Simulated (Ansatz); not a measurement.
GeFH3 (GeH₃F), relaxed as a singlet with RKS PBE-D4/def2-TZVP in Ansatz, starting from the GFN2-xTB geometry. Force threshold 0.02 eV/Å.

Start:

Cartesian coordinates in Å:
```
Ge 0.054 -0.111 -0.065
F -0.619 1.264 0.752
H 1.453 -0.170 0.451
H -0.063 0.254 -1.508
H -0.825 -1.237 0.370
```

(1) Estimate the energy that the relaxation releases and the steps that it takes.

(2) Does the start keep its bonding and symmetry?

(3) Predict the relaxed structure.

## Answers

(1) 2.5 kcal/mol, in 4 steps; 9 s on 4 threads of Intel Xeon on a shared host. No frequencies were taken in this run, so the end may be a saddle point.

(2) By distances, no bond broke or formed. The bond that changes most is Ge1–H4, from 1.49 to 1.54 Å (atoms count from 1). Point group C3v at the start, C3v at the end, both within 0.05 Å.

(3) 
```tsv
atom	x (Å)	y (Å)	z (Å)
Ge1	0.037	-0.076	-0.045
F2	-0.648	1.323	0.787
H3	1.495	-0.198	0.448
H4	-0.054	0.236	-1.555
H5	-0.831	-1.286	0.364
```
Bond lengths: 1 × F–Ge 1.77 Å; 3 × Ge–H 1.54 Å.
